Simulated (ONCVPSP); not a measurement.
## What one change does to a pseudopotential (Fe (Z = 26), ONCV)

- Element: iron
- Generator: ONCVPSP 4.0.1
- Type: optimised norm-conserving Vanderbilt (ONCV)
- Functional: LDA (Perdew-Zunger)
- Relativity: scalar-relativistic
- Frozen core: [Ar]
- Valence charge: 8
- Reference configuration: 3d6 4s2
- Partial waves: 4s: rc 2.30 bohr, ncon 4, nbas 8, qcut 3 1/bohr, 1 projector; p scattering state at 0.14 Ha: rc 1.80 bohr, ncon 4, nbas 8, qcut 4.3 1/bohr, 1 projector; 3d: rc 1.00 bohr, ncon 4, nbas 8, qcut 18.9 1/bohr, 2 projectors, debl 1.5 Ha
- Local potential: polynomial inside 0.75 bohr (lpopt 5, dvloc0 4 Ha)
- Core correction: none

All-electron outer shells of the reference configuration (LDA (Perdew-Zunger), scalar-relativistic, ld1.x):

| shell | level (eV) | outermost node (bohr) | outermost maximum (bohr) |
| --- | --- | --- | --- |
| 3p | -59.93 | 0.30 | 0.72 |
| 3d | -7.75 | – | 0.71 |
| 4s | -5.49 | 1.01 | 2.38 |

Change: local potential polynomial inside 0.65 bohr (lpopt 5, dvloc0 1 Ha).

Cutoffs: the cutoffs (Ha) at which the residual kinetic energy of the hardest occupied pseudo-wave falls to 1 and 0.1 mHa per electron; they do not see the model core or the augmentation charge, which bear on the density cutoff. Errors are all-electron minus pseudo energies relative to the spin-unpolarised reference configuration.

Q: How do hardness, ghosts and transferability respond?

A: The potential gets neither clearly harder nor softer (109 Ha and 127 Ha → 109 Ha and 127 Ha); both files keep a bound ghost (p, s); the number of tests with a reliable result goes from 4 to 3; the errors of the 3 common tests hardly move; the range in which the p phases agree narrows (upper end 2.5 → 0.6).

| quantity | base | changed |
| --- | --- | --- |
| cutoff, loose | 109 Ha | 109 Ha |
| cutoff, tight | 127 Ha | 127 Ha |
| bound ghosts | s, p | s, p |
| GHOST(+) flags under 300 eV | none | none |
| tests with a reliable result | 4 of 4 | 3 of 4 |
| error for 3d6 4s1, meV [ΔE 8.98 eV] | -0.2 | +0.5 |
| error for 3d6 4s0, meV [ΔE 25.47 eV] | +5.0 | +5.0 |
| error for 3d5 4s2 4p1, meV [ΔE 8.86 eV] | -167 | -146 |
| s: phases at 2.33 bohr within 0.05 rad from the reference energy up to (Ha; the scan ends near 5) | 1.0 | 0.6 |
| p: phases at 1.83 bohr within 0.05 rad from the reference energy up to (Ha; the scan ends near 5) | 2.5 | 0.6 |
| d: phases at 1.02 bohr within 0.05 rad from the reference energy up to (Ha; the scan ends near 5) | to the end of the scan | to the end of the scan |

 A true bound ghost makes a file unfit for plane-wave use even where its test errors are small: the radial tests pick states by their node count and pass the ghost by.
